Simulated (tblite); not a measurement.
C7H8NS (doublet state).
Atom-mapped SMILES: `[CH:1]#[C:2][C@:3]([CH3:4])([C:5]#[N:6])[CH:7][S:8][CH3:9]` (hydrogens: H10 on C1; H11, H12, H13 on C4; H14 on C7; H15, H16, H17 on C9)
Bond orders are those of one Lewis drawing.

Computed with GFN2-xTB (tblite), gas phase: L-BFGS steps from a force-field or distance-geometry start until the largest atomic force falls under 0.01 eV/Å.

Step 22: E = -681.6214 eV
```
atom  x, y, z in Å  |  force x, y, z in eV/Å
C1     -1.4165    2.5890   -0.1906   -0.002  -0.013   0.019
C2     -1.2516    1.4181   -0.0050   -0.008   0.020   0.018
C3     -0.9984   -0.0119    0.1949   -0.043  -0.004  -0.045
C4     -1.6987   -0.8088   -0.9164   -0.018  -0.043  -0.028
C5     -1.5540   -0.3840    1.4871    0.017  -0.017   0.067
N6     -1.9563   -0.6809    2.5146   -0.024   0.008  -0.026
C7      0.4772   -0.2666    0.2598   -0.034   0.049  -0.008
S8      1.3931   -0.4339   -1.1840    0.049   0.000   0.056
C9      3.0539   -0.5027   -0.4550   -0.015  -0.005  -0.018
H10    -1.5858    3.6114   -0.3557    0.024  -0.001   0.006
H11    -2.7752   -0.6570   -0.8724    0.002   0.040   0.008
H12    -1.4911   -1.8700   -0.8059    0.037  -0.035   0.019
H13    -1.3340   -0.4753   -1.8853    0.022   0.000  -0.004
H14     1.0120    0.0346    1.1452   -0.014   0.017  -0.044
H15     3.0958   -1.3273    0.2516    0.016   0.032  -0.008
H16     3.7574   -0.6656   -1.2648   -0.011  -0.004  -0.009
H17     3.2651    0.4429    0.0383    0.001  -0.043  -0.004
```

Step 23: E = -681.6222 eV
```
atom  x, y, z in Å  |  force x, y, z in eV/Å
C1     -1.4134    2.5874   -0.1879   -0.010   0.000   0.017
C2     -1.2541    1.4159   -0.0023   -0.004   0.011   0.016
C3     -1.0004   -0.0135    0.1953   -0.031  -0.020  -0.002
C4     -1.6962   -0.8103   -0.9169   -0.023  -0.043  -0.036
C5     -1.5543   -0.3859    1.4888    0.021   0.013   0.007
N6     -1.9592   -0.6761    2.5167   -0.035  -0.015   0.021
C7      0.4752   -0.2657    0.2598   -0.011   0.047  -0.014
S8      1.3915   -0.4340   -1.1836    0.027  -0.002   0.021
C9      3.0519   -0.5031   -0.4566   -0.001  -0.008  -0.010
H10    -1.5822    3.6094   -0.3522    0.022   0.020   0.003
H11    -2.7725   -0.6593   -0.8789   -0.020   0.050   0.011
H12    -1.4902   -1.8711   -0.8046    0.048  -0.045   0.010
H13    -1.3256   -0.4745   -1.8826    0.017  -0.015  -0.020
H14     1.0112    0.0446    1.1408   -0.010   0.020  -0.020
H15     3.0921   -1.3279    0.2498    0.025   0.031  -0.004
H16     3.7567   -0.6662   -1.2658   -0.025  -0.002  -0.003
H17     3.2627    0.4425    0.0368    0.008  -0.041   0.001
```

Step 24: E = -681.6228 eV
```
atom  x, y, z in Å  |  force x, y, z in eV/Å
C1     -1.4111    2.5861   -0.1853   -0.015   0.011   0.015
C2     -1.2561    1.4142    0.0002   -0.006  -0.002   0.011
C3     -1.0026   -0.0152    0.1956   -0.013  -0.025   0.030
C4     -1.6945   -0.8123   -0.9180   -0.017  -0.031  -0.027
C5     -1.5543   -0.3873    1.4906    0.014   0.029  -0.038
N6     -1.9621   -0.6724    2.5186   -0.036  -0.028   0.046
C7      0.4734   -0.2641    0.2595    0.007   0.040  -0.018
S8      1.3905   -0.4341   -1.1830   -0.005  -0.005  -0.018
C9      3.0501   -0.5036   -0.4581    0.012  -0.009   0.000
H10    -1.5788    3.6081   -0.3493    0.021   0.031   0.003
H11    -2.7706   -0.6602   -0.8840   -0.027   0.045   0.008
H12    -1.4885   -1.8730   -0.8034    0.044  -0.040  -0.001
H13    -1.3185   -0.4743   -1.8809    0.008  -0.030  -0.025
H14     1.0104    0.0532    1.1368   -0.007   0.025   0.003
H15     3.0895   -1.3278    0.2483    0.033   0.017   0.007
H16     3.7555   -0.6667   -1.2667   -0.028  -0.003  -0.006
H17     3.2608    0.4413    0.0356    0.016  -0.025   0.008
```

Question: Estimate the geometry and energy of step 25. (The exact step hangs on the optimiser's Hessian estimate; all steps are aligned on step 24, rigid shifts and turns removed.)

Answer: E = -681.6234 eV, largest force 0.061 eV/Å
```
atom  x, y, z in Å  |  force x, y, z in eV/Å
C1     -1.4096    2.5854   -0.1829   -0.018   0.014   0.014
C2     -1.2581    1.4130    0.0024   -0.010  -0.009   0.006
C3     -1.0047   -0.0169    0.1960    0.003  -0.016   0.040
C4     -1.6936   -0.8146   -0.9193   -0.006  -0.013  -0.005
C5     -1.5544   -0.3884    1.4925   -0.003   0.031  -0.053
N6     -1.9651   -0.6698    2.5203   -0.025  -0.029   0.041
C7      0.4720   -0.2617    0.2587    0.015   0.031  -0.017
S8      1.3900   -0.4344   -1.1828   -0.031  -0.005  -0.042
C9      3.0489   -0.5041   -0.4593    0.017  -0.008   0.008
H10    -1.5756    3.6078   -0.3469    0.022   0.027   0.005
H11    -2.7696   -0.6600   -0.8880   -0.019   0.029   0.001
H12    -1.4863   -1.8752   -0.8023    0.029  -0.022  -0.013
H13    -1.3128   -0.4747   -1.8800   -0.004  -0.046  -0.021
H14     1.0094    0.0604    1.1336   -0.004   0.028   0.019
H15     3.0883   -1.3274    0.2472    0.035  -0.003   0.018
H16     3.7542   -0.6673   -1.2677   -0.024  -0.004  -0.014
H17     3.2598    0.4398    0.0349    0.022  -0.004   0.014
```

The energy changes by -0.0005 eV. The first-order estimate −F·Δx gives -0.0007 eV and the mean of the old and new forces, exact on a quadratic surface, -0.0005 eV. The step makes an angle of 72° with the force vector and moves no atom by more than 0.008 Å.

The cost below is that of the whole relaxation. On one thread of an Arm Neoverse V2, on a shared host, this took 1.1 s.
